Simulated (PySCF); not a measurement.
Compound: C5H5FNO3 (doublet state).
Cartesian coordinates in Å at the GFN2-xTB level; atoms count from 1:
```xyz
15
C5H5FNO3 angstrom
C     -0.4347    3.1694    0.0244
O      0.2909    2.0292    0.0104
C     -0.3294    0.8583    0.0190
N     -1.7007    0.6935    0.0288
C     -1.8688   -0.5751    0.0336
F     -3.0103   -1.2174    0.0416
O     -0.7560   -1.3197    0.0290
C      0.2522   -0.3954    0.0198
O      1.5386   -0.7601    0.0190
C      1.7827   -2.1544   -0.0453
H     -1.5035    3.1315    0.0027
H      0.1505    4.0618   -0.0212
H      1.3714   -2.5822   -0.9634
H      2.8645   -2.2620   -0.0356
H      1.3480   -2.6694    0.8152
```

The hyperfine couplings belong to this conformer and change with its torsions.

The species is `[CH2]Oc1nc(F)oc1OC` [radical].

Level of theory: PySCF 2.14.0, UKS B3LYP, pcH-1 on C F H N O, non-relativistic, mean-field spin-orbit, GIAO. Isolated species at its GFN2-xTB geometry (one conformer only). The geometry wasn't refined by DFT: couplings that depend on bond lengths, twists or pyramidal angles can differ widely from those at the functional's own minimum. No stability test was run, so a lower SCF solution isn't excluded.

Question: Predict the first-order ENDOR lines of F6, H11, H12 and H13/H14/H15 under fast tumbling at B = 345.6 mT (X band).

Answer: ν± = |νn ± a/2|, one line for each electron-spin manifold; νn = |g_N| × 7.62259 MHz/T × B.

| nuclei | isotope | g_N | νn (MHz) | a_iso (MHz) | lower line (MHz) | upper line (MHz) |
| --- | --- | --- | --- | --- | --- | --- |
| F6 | 19F | 5.2577 | 13.85 | 1.19 | 13.25 | 14.45 |
| H11 | 1H | 5.5857 | 14.71 | -64.09 | 17.33 | 46.76 |
| H12 | 1H | 5.5857 | 14.71 | -62.80 | 16.68 | 46.11 |
| H13/H14/H15 | 1H | 5.5857 | 14.71 | 0.67 | 14.38 | 15.05 |

Question: Which pairs are centred on the nuclear Larmor frequency, and which on half the coupling?

Answer: Centred on νn, since |a| < 2νn: F6 and H13/H14/H15. Centred on |a|/2 and split by 2νn: H11 and H12.

Question: At what field would the lower line of H12 fall to zero frequency?

Answer: Where νn = |a|/2, that is B = 31.40 MHz/(5.5857 × 7.62259 MHz/T) = 737 mT, as far as first order holds there.

Nuclei that the bonding pattern makes equivalent are averaged, as if the motion that swaps them (rotation, inversion, ring flip) were fast. H11 and H12 aren't averaged: C1 is flat or nearly so (angle sum 360°), and its turn about the short C1–O2 bond (1.35 Å) is taken as slow.

The largest Mulliken spin populations are on C1 (+0.95), O2 (+0.09) and C8 (+0.08). No atom but C1 exceeds +0.15. The angles at C1 add up to 359.8°, so it is planar; its axial dipolar tensor and the negative couplings of its protons fit spin in a p orbital normal to that plane.

The run took 86 s (with the writing of density and orbital grids) on Arm Neoverse V2, one thread, no GPU, shared host with 96 logical CPUs at a one-minute load of 48, and the process peaked at 1.1 GiB of memory.
